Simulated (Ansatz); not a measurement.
Isolated molecules relaxed with PBE0-D4/def2-TZVP in Ansatz; ΔE leaves out vibrations. CCSD(T)/CBS adds triple-zeta CCSD(T) − MP2 to the extrapolated MP2 energy (def2 sets, frozen cores). DFT in def2-TZVPP. Elements past krypton have def2 core potentials. For Br, In outer-core shells are correlated without core-valence functions, which leaves a few kJ/mol of doubt a bond. Scalar relativity is left out up to krypton. Each species was taken in one conformer, which may not be the lowest.

Reaction (redistribution): `C[N](C)[InH][Br]` + `CBN` → `[NH2][InH][Br]` + `CBN(C)C`

| species | PBE0-D4 energy (Eh) |
| --- | --- |
| `C[N](C)[InH][Br]` | -2899.10685 |
| `CBN` | -121.26533 |
| `[NH2][InH][Br]` | -2820.56968 |
| `CBN(C)C` | -199.80613 |

(1) Work out ΔE.

Largest T1 diagnostic among the species: 0.014.

Answers

(1) ΔE = (-2820.56968) + (-199.80613) − (-2899.10685) − (-121.26533) = -0.00363 Eh = -0.10 eV. CCSD(T)/CBS gives -0.08 eV.

At CCSD(T), def2-SVP lies +0.06 eV from the extrapolated value and def2-TZVPP −0.01 eV. From BLYP to BHLYP (50 % exact exchange), in def2-TZVPP and without D4, ΔE moves by −0.04 eV. Leaving LDA and LC-ωPBE aside and taking each functional with its dispersion term where it has one, the values, not all of them listed here, spread over 0.04 eV, from ωB97M-V to BLYP-D4.
